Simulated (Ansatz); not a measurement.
CH3Cl2InO, SMILES `C[O][In]([Cl])[Cl]`, relaxed with RKS PBE0-D4/def2-TZVP in the Gaussian-basis code of Ansatz from a GFN2-xTB geometry. The force threshold is 0.005 eV/Å; the program also tests the step.

Charge 0, multiplicity 1. In: def2 effective core potential.

Start:

```xyz
8

C    -1.119    0.422    0.699
O    -0.728   -0.244   -0.476
In    1.198   -0.536   -0.961
Cl    2.708    0.076    0.678
Cl    1.666   -1.492   -2.987
H    -2.011   -0.086    1.081
H    -1.364    1.466    0.485
H    -0.350    0.394    1.481
```

Problem. By how much does the energy fall, and how many steps does the optimiser take? (Best estimate.)

Solution. Computed: 0.83 kcal/mol, in 5 steps.

Problem. Which bonds change most? (An estimate is asked.)

Solution. The calculation gave: O2–In3 from 2.008 to 1.957 Å; C1–O2 from 1.406 to 1.412 Å; In3–Cl4 from 2.311 to 2.308 Å; C1–H7 from 1.094 to 1.096 Å.

Problem. Give the relaxed structure. (Estimate.)

Solution. Computed: 
```xyz
8

C    -1.124    0.417    0.699
O    -0.736   -0.235   -0.492
In    1.144   -0.534   -0.943
Cl    2.745    0.057    0.611
Cl    1.720   -1.484   -2.947
H    -2.022   -0.076    1.084
H    -1.366    1.467    0.501
H    -0.361    0.388    1.486
```
